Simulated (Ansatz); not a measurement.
Cost and result up the ladder for the cluster Cu₅H₄ (9 atoms). Charge 0, multiplicity 2. Geometry: B3LYP-D4/def2-SVP.

```xyz
9

Cu   -0.144   -0.332    3.297
Cu   -0.673    0.275    1.069
Cu   -0.829    0.647   -1.440
Cu    1.344   -0.961    1.596
Cu    1.225   -0.672   -0.800
H     0.453   -0.168   -2.106
H    -1.595    1.002   -0.072
H    -2.037    1.522   -1.837
H     2.255   -1.313    0.292
```

Ansatz on 4 threads of Arm Neoverse V2 on a shared host. Times are rough, and most runs start from the orbitals of an earlier one. PBE0-D4/def2-TZVP serves as the yardstick here, not as an exact answer. Differences are given only for rows in sets of like size (and for xTB, whose basis is part of the method), since another set adds its own error. Binding counts from free atoms at the same level (Cu doublet, H doublet; other spins of the atoms weren't run), without zero-point energy or a counterpoise term.

Correlated methods freeze 45 core orbitals. No other spin state of charge 0 was run. Another isomer (doublet) lies 1.49 eV lower at PBE0-D4/def2-TZVP; other spin states weren't run for this one.

Run but left out: HF/STO-3G (⟨S²⟩ 6.80, where a pure state has 0.75).

Second-order perturbation terms are unreliable where d shells bring near-degenerate states, and here MP2/def2-TZVP lies more than 0.4 eV from the median of the functionals without such a term.

Correlated methods converge slowly with the basis.

```json
{"level": "LDA (SPW92)/def2-TZVP", "functions": "249", "wall time": "6 s", "binding energy per atom (eV)": "2.46", "difference from PBE0-D4/def2-TZVP (eV)": "0.56"}
{"level": "PBE-D4/def2-SVP", "functions": "175", "wall time": "7 s", "binding energy per atom (eV)": "2.35", "difference from PBE0-D4/def2-TZVP (eV)": "–"}
{"level": "revPBE-D4/def2-TZVP", "functions": "249", "wall time": "11 s", "binding energy per atom (eV)": "1.98", "difference from PBE0-D4/def2-TZVP (eV)": "0.08"}
{"level": "PBE-D4/def2-TZVP (with forces)", "functions": "249", "wall time": "12 s", "binding energy per atom (eV)": "2.07", "difference from PBE0-D4/def2-TZVP (eV)": "0.17"}
{"level": "PBE0-D4/def2-SVP", "functions": "175", "wall time": "13 s", "binding energy per atom (eV)": "2.10", "difference from PBE0-D4/def2-TZVP (eV)": "–"}
{"level": "PBE0-D4/def2-TZVP", "functions": "249", "wall time": "23 s", "binding energy per atom (eV)": "1.90", "difference from PBE0-D4/def2-TZVP (eV)": "0.00"}
{"level": "r2SCAN-D4/def2-TZVP", "functions": "249", "wall time": "29 s", "binding energy per atom (eV)": "2.14", "difference from PBE0-D4/def2-TZVP (eV)": "0.24"}
{"level": "r2SCANh-D4/def2-TZVP", "functions": "249", "wall time": "34 s", "binding energy per atom (eV)": "2.06", "difference from PBE0-D4/def2-TZVP (eV)": "0.16"}
{"level": "MP2/def2-TZVP", "functions": "249", "wall time": "36 s", "binding energy per atom (eV)": "1.64", "difference from PBE0-D4/def2-TZVP (eV)": "-0.26"}
```
